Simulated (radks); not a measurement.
The numbers below are computed, except where a source is named.
Br3+, configuration [Ar] 3d10 4s2 4p2. Level of theory: non-relativistic Kohn-Sham, PBE, spin-polarised, spherical densities, point nucleus; open shells are filled with parallel spins first (a radial shooting solver on a logarithmic mesh with Libxc functionals).

Local quantities along the radius. ELF = 1/(1 + alpha^2) is the electron localisation function; alpha = (tau - tau_W)/tau_unif compares the Pauli kinetic energy density with that of the uniform gas (summed over spins).

```
   r/bohr * ELF (the largest magnitude, 1, reaches the edge; | marks zero)
 0.003742 |                                                      *
 0.004287 |                                                      *
 0.004912 |                                                      *
 0.005627 |                                                      *
 0.006499 |                                                      *
 0.007445 |                                                      *
  0.00853 |                                                      *
 0.009773 |                                                      *
   0.0112 |                                                      *
  0.01283 |                                                      *
   0.0147 |                                                      *
  0.01697 |                                                      *
  0.01945 |                                                      *
  0.02228 |                                                     *
  0.02552 |                                                     *
  0.02924 |                                                   *
   0.0335 |                                                 *
  0.03838 |                                            *
  0.04433 |                                   *
  0.05079 |                         *
  0.05818 |                  *
  0.06666 |               *
  0.07637 |                 *
   0.0875 |                      *
   0.1002 |                              *
   0.1158 |                                      *
   0.1326 |                                         *
    0.152 |                                          *
   0.1741 |                                       *
   0.1995 |                                *
   0.2285 |                     *
   0.2618 |              *
   0.3024 |              *
   0.3464 |                      *
   0.3969 |                                 *
   0.4547 |                                       *
   0.5209 |                                          *
   0.5968 |                                         *
   0.6838 |                                     *
   0.7897 |                            *
   0.9047 |                 *
    1.036 |           *
    1.188 |           *
    1.361 |                    *
    1.559 |                                  *
    1.786 |                                          *
    2.062 |                                           *
    2.363 |                                        *
    2.707 |                              *
    3.101 |                *
    3.553 |     *
    4.071 |*
    4.664 *
    5.386 *
```

On this mesh the ELF has minima near r = 0.067, 0.26, 1.0 bohr, which separate the shells, and maxima near 0.15 (0.78), 0.52 (0.78), 2.1 (0.81).
